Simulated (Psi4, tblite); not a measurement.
Two rigid molecules brought together: C4H4S ··· CH4S (SMILES c1ccsc1 and CS). Monomers: optimised at B3LYP-D3(BJ) (def2-TZVP), held rigid. Orientation: lowest of the rigid-body minima from ten starts at GFN2-xTB. The monomers approach along the line of their centres of mass (distance R); nothing else relaxes.

Geometry at R = 3.80 Å (first 9 atoms: monomer A):
```
15

C     -0.8136    -0.5492    -0.1766
C      0.5901    -0.7783    -0.1988
C      1.3084     0.3346     0.1316
S      0.2804     1.6688     0.4719
C     -1.1287     0.7329     0.1703
H     -1.5528    -1.3023    -0.4076
H      1.0436    -1.7263    -0.4488
H      2.3785     0.4434     0.1933
H     -2.1060     1.1766     0.2647
C      0.4333    -0.1753     3.7610
S     -0.5726    -1.6618     3.4413
H     -0.1133     0.7325     3.5147
H      1.3743    -0.2099     3.2162
H      0.6458    -0.1780     4.8286
H     -0.7220    -1.4791     2.1194
```

Computed with: GFN2-xTB (tblite); SAPT0/jun-cc-pVDZ, frozen core (Psi4).

Interaction energies in kcal/mol (negative: bound); R is the distance of the centres of mass, d the C1···H15 distance.

| R / Å | d / Å | GFN2-xTB | SAPT0/jun-cc-pVDZ |
|---|---|---|---|
| 3.20 | 1.89 | 1.97 | 7.41 |
| 3.42 | 2.10 | -1.75 | 1.21 |
| 3.63 | 2.31 | -2.92 | -1.44 |
| 3.80 | 2.48 | -3.08 | -2.33 |
| 3.99 | 2.67 | -2.90 | -2.61 |
| 4.18 | 2.85 | -2.57 | -2.52 |
| 4.49 | 3.16 | -1.99 | -2.08 |
| 4.83 | 3.50 | -1.44 | -1.56 |
| 5.34 | 4.01 | -0.85 | -1.00 |
| 6.01 | 4.67 | -0.42 | -0.57 |
| 7.00 | 5.66 | -0.15 | -0.29 |
| 8.27 | 6.93 | -0.05 | -0.14 |

Lowest grid point: GFN2-xTB -3.08 kcal/mol at R = 3.80 Å; SAPT0/jun-cc-pVDZ -2.61 kcal/mol at R = 3.99 Å.
